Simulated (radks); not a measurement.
Values are calculated unless marked as measured or tabulated.
Cs4+, 51 electrons, occupied as [Kr] 4d10 5s2 5p3. Level of theory: scalar-relativistic Kohn-Sham, PBE, spin-polarised, spherical densities, finite nucleus; open shells are filled with parallel spins first (spin-orbit coupling, left out, can overturn this in heavy ions); Fermi nuclear charge, rms radius 4.8041 fm (a radial shooting solver on a logarithmic mesh with Libxc functionals).

Unscreened Slater integrals over Kohn-Sham orbitals (hartree). They are taken over the spin-up orbitals.

integral      value
F0(5p,5p)   0.48618
F2(5p,5p)   0.26623
F0(5p,5s)   0.51334
G1(5p,5s)   0.34827
F0(5p,4d)   0.59988
F2(5p,4d)   0.17989
G1(5p,4d)  0.054960
G3(5p,4d)  0.052777
F0(5p,4p)   0.60899
F2(5p,4p)   0.16068
G0(5p,4p)  0.032338
G2(5p,4p)  0.041929
F0(5s,5s)   0.54768
F0(5s,4d)   0.66360
G2(5s,4d)  0.080512
F0(5s,4p)   0.67534
G1(5s,4p)  0.051577
F0(4d,4d)    1.0815
F2(4d,4d)   0.54985
F4(4d,4d)   0.36649
F0(4d,4p)    1.1428
F2(4d,4p)   0.58444
G1(4d,4p)   0.74394
G3(4d,4p)   0.46315
F0(4p,4p)    1.2163
F2(4p,4p)   0.63906

Derived for the open shells (J is the average intra-shell exchange parameter used in DFT+U). 5p: J = F2/5 = 0.05325 hartree.
